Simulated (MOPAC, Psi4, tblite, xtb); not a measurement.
Two rigid molecules brought together: HF ··· BF3 (SMILES F and FB(F)F). Monomers: optimised at B3LYP-D3(BJ) (def2-TZVP), held rigid. Orientation: a random orientation, not optimised. R is the distance of the centres of mass, along which the second monomer moves.

Geometry at R = 4.20 Å (first 2 atoms: monomer A):
```
6

F      0.4622     0.0000     0.0000
H     -0.4622     0.0000     0.0000
F     -3.1001    -4.0076     0.5960
B     -2.7066    -2.7527     0.5538
F     -3.5523    -1.7884     0.8458
F     -1.4689    -2.4615     0.2157
```

Levels: GFN1-xTB (xtb); PM7, restricted, heats of formation (MOPAC); GFN2-xTB (tblite); SAPT0/jun-cc-pVDZ, frozen core (Psi4).

Interaction energies in kcal/mol; the last columns give the difference from SAPT0:

| R / Å | GFN1-xTB | PM7 | GFN2-xTB | SAPT0/jun-cc-pVDZ | GFN1-xTB − SAPT0/jun-cc-pVDZ | PM7 − SAPT0/jun-cc-pVDZ | GFN2-xTB − SAPT0/jun-cc-pVDZ |
|---|---|---|---|---|---|---|---|
| 3.56 | -0.54 | 2.96 | 0.30 | 2.20 | -2.73 | 0.77 | -1.90 |
| 3.80 | -0.93 | 0.92 | -0.68 | 0.56 | -1.49 | 0.36 | -1.25 |
| 3.98 | -0.88 | 0.13 | -0.91 | 0.07 | -0.95 | 0.06 | -0.98 |
| 4.20 | -0.72 | -0.34 | -0.94 | -0.17 | -0.55 | -0.17 | -0.77 |
| 4.41 | -0.57 | -0.53 | -0.88 | -0.24 | -0.33 | -0.29 | -0.64 |
| 4.60 | -0.46 | -0.58 | -0.80 | -0.25 | -0.22 | -0.33 | -0.56 |
| 4.93 | -0.34 | -0.56 | -0.67 | -0.21 | -0.13 | -0.35 | -0.46 |
| 5.23 | -0.27 | -0.49 | -0.56 | -0.18 | -0.09 | -0.32 | -0.38 |
| 5.67 | -0.20 | -0.38 | -0.43 | -0.13 | -0.07 | -0.25 | -0.30 |
| 6.39 | -0.13 | -0.22 | -0.28 | -0.08 | -0.05 | -0.14 | -0.20 |
| 7.42 | -0.07 | -0.05 | -0.17 | -0.05 | -0.03 | 0.00 | -0.12 |
| 8.71 | -0.04 | -0.02 | -0.09 | -0.03 | -0.02 | 0.01 | -0.07 |

GFN1-xTB is furthest from SAPT0/jun-cc-pVDZ at 3.56 (-2.73 kcal/mol, below); its mean absolute difference over the points is 0.55 kcal/mol.

PM7 is furthest from SAPT0/jun-cc-pVDZ at 3.56 (0.77 kcal/mol, above); its mean absolute difference over the points is 0.25 kcal/mol.

GFN2-xTB is furthest from SAPT0/jun-cc-pVDZ at 3.56 (-1.90 kcal/mol, below); its mean absolute difference over the points is 0.63 kcal/mol.
